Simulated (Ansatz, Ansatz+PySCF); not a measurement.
```xyz
7

C     0.0000    0.0000   -1.3381
C     0.0000    0.0000    0.2316
C     0.0000    0.0000    1.5393
H     0.0000   -1.1098   -1.7654
H    -0.9611    0.5549   -1.7654
H     0.9611    0.5549   -1.7654
H     0.0000    0.0000    2.6993
```

Basis set: def2-SVP (spherical functions). Left uncorrelated: 3 orbitals. Charge 0, multiplicity 1.

Computed with Ansatz (development build ahead of 0.2.0); each method stands on the lowest determinant of its kind that the runs found. Restricted open shells among the atoms or ions are ROHF, correlated in semicanonical orbitals with singles.

(1) Give the atomization energy at this shape (free ground-state atoms in the same class of orbitals less the molecule, no zero-point energy) of singlet C₃H₄ by RHF-CCSD(T), RHF-MP2, UHF-MP2, UHF, RHF.

## Answers

(1)

```json
{"method": "RHF-CCSD(T)", "atomization energy": "28.48 eV"}
{"method": "RHF-MP2", "atomization energy": "28.87 eV"}
{"method": "UHF-MP2", "atomization energy": "28.03 eV"}
{"method": "UHF", "atomization energy": "21.70 eV"}
{"method": "RHF", "atomization energy": "21.94 eV"}
```

Caution: the shape is not the minimum. Caution for UHF-MP2: another reference gives a lower total. Caution for UHF-MP2, UHF: the unrestricted determinant is spin contaminated.
